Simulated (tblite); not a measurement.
Write Cartesian coordinates for InChI=1S/C6H12N3/c1-6(2)9-5-4-8(3)7-9/h4-6H,1-3H3/q+1 as optimised with GFN2-xTB. (Charge +1.)

```
atom  x, y, z in Å
C1    -2.281   -0.846   -0.511
C2    -1.457   -0.164    0.575
C3    -2.022    1.200    0.960
N4    -0.084   -0.010    0.122
C5     0.375    0.674   -0.944
C6     1.738    0.507   -0.928
N7     1.991   -0.266    0.149
C8     3.258   -0.741    0.619
N9     0.891   -0.568    0.769
H10   -3.279   -1.043   -0.129
H11   -1.837   -1.796   -0.799
H12   -2.375   -0.216   -1.392
H13   -1.395   -0.806    1.459
H14   -3.015    1.067    1.378
H15   -2.103    1.852    0.095
H16   -1.399    1.680    1.711
H17   -0.253    1.214   -1.622
H18    2.501    0.874   -1.583
H19    3.093   -1.305    1.535
H20    3.720   -1.387   -0.128
H21    3.926    0.098    0.819
```

Any rigid rotation of these coordinates is as good. Atoms count from 1 in this order. N4 (three-coordinate ring nitrogen) is planar (angles 128.4°, 120.6° and 110.9°, sum 360.0°, 0.00 Å off the plane of its three neighbours). N7 (ring nitrogen) is planar (angles 128.1°, 121.0° and 110.9°, sum 360.0°, 0.00 Å off the plane of its three neighbours). The C–N distances run from 1.348 Å (N4–C5, aromatic) to 1.455 Å (C2–N4, drawn single), a spread of 0.107 Å. C5 (aromatic CH next to a ring nitrogen) is planar (angles 130.7°, 123.9° and 105.4°, sum 360.0°, 0.00 Å off the plane of its three neighbours).

Bonds between heavy atoms (Å): C1–C2 1.525, C2–C3 1.525, C2–N4 1.455, N4–C5 1.348, C5–C6 1.373, C6–N7 1.349, N7–C8 1.433, N7–N9 1.298, N4–N9 1.296.

Structure optimised with GFN2-xTB, isolated species.

Point group: near Cs, missed by 0.12 Å at most; the miss may be what the optimiser left on a soft mode. Its GFN2-xTB frequencies are all real (lowest 29 cm⁻¹). Torsions: C1–C2–N4–C5 61°.

One conformer stands for the species.

These are computed values.
